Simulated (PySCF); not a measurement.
## Worked example: chemical shift, span and skew from a shielding tensor

B(F)(OH)(NMe2) (C2H7BFNO), SMILES OB(N(C)C)F. Atoms are numbered in the order given.

```xyz
13

B     -0.0186    -0.7986     0.0000
F     -1.2148    -1.4015     0.0000
O      1.0617    -1.6255     0.0000
H      1.9061    -1.1703     0.0000
N      0.0223     0.6162     0.0000
C     -1.1845     1.4053     0.0000
C      1.2319     1.3899     0.0000
H     -1.2403     2.0579     0.8910
H     -1.2403     2.0579    -0.8910
H     -2.0621     0.7483     0.0000
H      1.3016     2.0422    -0.8905
H      1.3016     2.0422     0.8905
H      2.1250     0.7480     0.0000
```
Charge 0, spin multiplicity 1.

Geometry: PBE0-D3(BJ)/def2-SVP. The structure was generated by enumeration, and PubChem lists no compound with its InChIKey, so it may never have been made. Other conformers were not sampled.

GIAO shieldings from PBE/pcSseg-1 (PySCF), non-relativistic, no solvent. The symmetric part of the tensor of F2 has the principal values 200.4, 315.3, 403.8 ppm. The same nucleus in CFCl3 has σ = 133.6 ppm at this level (PySCF, at its B3LYP-D3(BJ)/def2-TZVP geometry).

Work out the isotropic shielding, the ¹⁹F shift against CFCl3, the span and the skew.


σ(iso) = (σ11 + σ22 + σ33)/3 = 306.5 ppm. δ = σ(ref) − σ(iso) = 133.6 − (306.5) = -172.9 ppm.
Span Ω = σ33 − σ11 = 203.4 ppm. Skew κ = 3(σ(iso) − σ22)/Ω = -0.13. Tumbling in solution averages the tensor to δ; in a static solid the shielding alone would spread this spin-1/2 line over Ω.
